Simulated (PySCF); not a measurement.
BeAs⁺: energy against distance

Set-up: basis Be pcseg-2, As pcseg-2; no relativity; PySCF 2.14. Energies in eV from Be⁺ + As in their ground configurations at the same level. State: ³Σ⁻ (triplet), unpaired electrons π ↑↑.

All columns are PBE0. A positive dipole points towards As; it is taken about the centre of mass and depends on that origin.

```tsv
R (Å)	E (eV)	μ (D)	Mulliken charge on Be (basis-dependent)	HOMO (eV)	LUMO (eV)	Mayer bond order	⟨S²⟩
1.829	-1.993	-6.59	0.64	-13.79	-9.99	1.65	2.00
1.914	-2.351	-6.82	0.69	-13.55	-9.79	1.59	2.00
1.999	-2.544	-7.02	0.73	-13.34	-9.60	1.53	2.00
2.063	-2.611	-7.15	0.75	-13.21	-9.61	1.48	2.01
2.127	-2.628	-7.27	0.76	-13.10	-9.62	1.43	2.01
2.191	-2.608	-7.36	0.76	-13.01	-9.62	1.37	2.01
2.276	-2.541	-7.45	0.77	-12.91	-9.71	1.29	2.03
2.382	-2.417	-7.50	0.76	-12.83	-9.76	1.19	2.06
2.510	-2.237	-7.52	0.74	-12.78	-9.76	1.06	2.12
2.680	-1.983	-7.56	0.72	-12.73	-9.69	0.91	2.20
```

A fit through these points gives, at Re = 2.122 Å, μ = -7.26 D and dμ/dR = -1.66 D/Å; the reduced mass is 8.045 u.

Task: How strong is the fundamental in the double-harmonic approximation, I = 42.26·(dμ/dR)²/μred km/mol?

Result: I = 42.26·(-1.66)²/8.045 = 14.5 km/mol at PBE0.

⟨S²⟩ of the unrestricted solution departs from its pure value on part of the curve, where spin states mix. Spin–orbit coupling is left out. For an ion De counts to the pair picked by the measured ionisation energies or electron affinities, which need not be the lowest pair at this level. The state was picked by a PBE0 search and need not be the measured ground state.
